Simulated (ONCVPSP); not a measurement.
**u(r) = r·R(r): atom against pseudo-atom (Pd)**

Columns: radius, all-electron u(r) and pseudo u(r) of the 4p shell (level -49.18 eV) of palladium in the configuration [Ar] 3d10 4s2 4p6 4d10; PBEsol, non-relativistic, ONCV scheme, ONCVPSP 4.0.1.

```csv
r (bohr),all-electron,pseudo
0.085,0.3690,0.0253
0.170,-0.1776,0.0981
0.255,-0.5732,0.2107
0.340,-0.5141,0.3514
0.425,-0.1843,0.5059
0.510,0.2159,0.6596
0.595,0.5717,0.7989
0.680,0.8374,0.9131
0.765,1.0061,0.9950
0.850,1.0905,1.0415
0.935,1.1089,1.0533
1.020,1.0808,1.0339
1.105,1.0222,0.9892
1.190,0.9460,0.9259
1.275,0.8615,0.8509
1.360,0.7748,0.7702
1.445,0.6903,0.6887
1.530,0.6104,0.6101
1.615,0.5366,0.5366
1.700,0.4695,0.4695
1.785,0.4092,0.4092
1.870,0.3555,0.3555
1.955,0.3081,0.3081
2.040,0.2664,0.2664
2.125,0.2299,0.2299
2.210,0.1982,0.1982
```

**Question.** How many radial nodes do the two functions have?

**Answer.** The all-electron 4p function has n − l − 1 = 2; the pseudo-wave has 0, since the states of the same l below it are removed with the core.

**Question.** At about which radius was the pseudo-wave matched?

**Answer.** 1.70 bohr. The columns agree to 0.0005 from 1.53 bohr on; several derivatives are matched, so the curves merge somewhat inside the radius.

**Question.** Is the pseudo-wave norm-conserving?

**Answer.** Yes: the ONCV scheme keeps the norm inside the radius equal to the all-electron one, which fixes the energy derivative of the logarithmic derivative at the level.
